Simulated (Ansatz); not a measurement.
`NC(O)(F)CO` and `NC(O)(F)O[SiH3]` differ in one atom or group.

Ansatz, PBE0-D4/def2-TZVP geometries, multiplicity 1. Each molecule was computed in one conformer, which needn't be the lowest.

```tsv
property	`NC(O)(F)CO`
HOMO energy (B3LYP/def2-TZVPP) / eV	-7.56
HOMO–LUMO gap (ωB97M-V/def2-TZVPP) / eV	12.41
LUMO energy (PBE0/def2-TZVPP) / eV	0.81
LUMO energy (ωB97M-V/def2-TZVPP) / eV	2.22
LUMO energy (B3LYP/def2-TZVPP) / eV	0.42
LUMO energy (PBE/def2-TZVPP) / eV	-0.05
```

Q: What does the change do to each property? (Estimate.)

A: Ansatz gave: 
```json
{"property": "HOMO energy (B3LYP/def2-TZVPP) / eV", "`NC(O)(F)O[SiH3]`": "-7.96", "shift": "-0.40"}
{"property": "HOMO–LUMO gap (ωB97M-V/def2-TZVPP) / eV", "`NC(O)(F)O[SiH3]`": "12.56", "shift": "0.15"}
{"property": "LUMO energy (PBE0/def2-TZVPP) / eV", "`NC(O)(F)O[SiH3]`": "0.34", "shift": "-0.47"}
{"property": "LUMO energy (ωB97M-V/def2-TZVPP) / eV", "`NC(O)(F)O[SiH3]`": "1.89", "shift": "-0.33"}
{"property": "LUMO energy (B3LYP/def2-TZVPP) / eV", "`NC(O)(F)O[SiH3]`": "0.07", "shift": "-0.35"}
{"property": "LUMO energy (PBE/def2-TZVPP) / eV", "`NC(O)(F)O[SiH3]`": "-0.53", "shift": "-0.48"}
```

Positive LUMOs are unbound, so they and the gaps depend on the basis.

B3LYP here is the variant with VWN-RPA as its local correlation; programs differ in this.
